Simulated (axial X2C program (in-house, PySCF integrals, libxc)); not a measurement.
## NaIn: cheaper levels and CCSD(T), with spin–orbit coupling

Calculated with an in-house relativistic program for diatomic molecules. Two-component (2c) means X2C with spin–orbit coupling and atomic mean-field two-electron Coulomb and Gaunt terms. Basis: In dyall-cv3z [11s12p9d4f1g], Na dyall-cv3z [9s8p5d2f] (cores contracted in-house); Gaussian nuclei, density fitting, unrestricted open shells. Masses: In 114.904 u, Na 22.990 u.

State: Ω = 0 (closed shell); fragments In + Na.

```
level  Re (Å)  ωe (cm⁻¹)
 PBE0   3.233      144.4
   HF   3.295      144.5
  MP2   3.276      145.9
 CCSD   3.285      139.8
PBE50   3.217      150.3
```

Correlated methods: 4 electrons correlated (number of frozen shells: In 4 s, 3 p, 2 d; Na 2 s, 1 p), 282 virtual spin orbitals or spinors in MP2, 76 natural virtuals in coupled cluster.

CCSD(T), same Hamiltonian and basis:

Re = 3.289 Å, ωe = 138.0 cm⁻¹; T1 = 0.018 (Lee–Taylor normalisation).

Task: Give the differences from CCSD(T) in the columns below.

Result: 

```tsv
level	ΔRe (Å)	Δωe (cm⁻¹)
PBE0	-0.056	6.4
HF	0.006	6.5
MP2	-0.013	7.9
CCSD	-0.004	1.8
PBE50	-0.072	12.3
```

One determinant describes the state; a PBE0 search over occupations chose it and may have missed a lower one. Closed shells are restricted here (equal orbitals for both partners); the stretched side of such a curve lies too high. De is not given where an atomic determinant may have missed its ground term or J level, or where the truncated virtual space spoils (T). CCSD and (T) use frozen natural virtuals with an MP2 correction for the truncation; (T) itself is uncorrected, so its De runs slightly low. PBE0 can misorder states that lie within some tenths of an eV, so this need not be the ground state of the molecule. The nearest other 2c determinant of the search, Ω = 1, lies 0.37 eV up at the distance of the search. Without a current term, density functionals place determinants with orbital angular momentum somewhat too high. With the outer-core shells frozen, correlated bond lengths of heavy atoms tend to come out a few hundredths of an ångström too long.
